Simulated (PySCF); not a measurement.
## Magnetic susceptibility: SMILES CNp1cccc1, C₅H₈NP

Cartesian coordinates in Å; atom numbers follow the order of the lines, from 1:
```xyz
15

C    -2.6430   -0.1576    0.1879
N    -1.3470   -0.3703   -0.4324
P    -0.1744    0.8644   -0.3189
C     1.1205    0.1803   -1.3821
C     2.2510   -0.0325   -0.6902
C     2.1141    0.1513    0.7377
C     0.8786    0.5019    1.1273
H    -2.9589    0.8651   -0.0138
H    -2.6446   -0.3133    1.2720
H    -3.3639   -0.8433   -0.2609
H    -0.9777   -1.2936   -0.2207
H     1.0212    0.1095   -2.4518
H     3.1881   -0.3447   -1.1261
H     2.9448   -0.0193    1.4065
H     0.5867    0.7102    2.1438
```

Level of theory: GIAO B3LYP/pcSseg-1 magnetisability, rotational g tensor and spin-rotation constants, non-relativistic, gas phase (PySCF). Geometry: GFN2-xTB.

(1) What are the magnetisability and the molar susceptibility?

(2) Split it along the inertial axes a, b, c into diamagnetic and paramagnetic parts about the centre of mass, with the quadrupole moment.

(3) And the rotational g tensor?

## Answers

(1) Isotropic -1131 × 10⁻³⁰ J/T², or -68.1 × 10⁻⁶ cm³/mol; principal values -1451, -1002, -939 × 10⁻³⁰ J/T², anisotropy 483 × 10⁻³⁰ J/T² (root of half the summed squared differences of the principal values). The susceptibility is in cgs units.

(2) 
```
axis  χ (10⁻⁶ cm³/mol)  diamagnetic (10⁻⁶ cm³/mol)  paramagnetic (10⁻⁶ cm³/mol)  summed x² of all electrons (Å²)  quadrupole Θ (D Å)
   a             -65.4                      -333.8                        268.4                            181.7               +5.19
   b             -57.4                      -877.8                        820.4                             53.4               -0.23
   c             -81.4                      -997.4                        916.0                             25.2               -4.96
```
Anisotropies 2χaa − χbb − χcc = +8.1 and 2χbb − χaa − χcc = +31.9 × 10⁻⁶ cm³/mol. Θ is traceless in Buckingham's convention.

(3) 
| axis | rotational constant (GHz) | g | nuclear part | electronic part |
| --- | --- | --- | --- | --- |
| a | 5.3052 | -0.0595 | 0.6095 | -0.6690 |
| b | 1.5785 | -0.0212 | 0.5872 | -0.6084 |
| c | 1.3802 | -0.0012 | 0.5928 | -0.5940 |

Asymmetric top; isotopes 12C, 1H, 14N, 31P; no vibrational averaging.
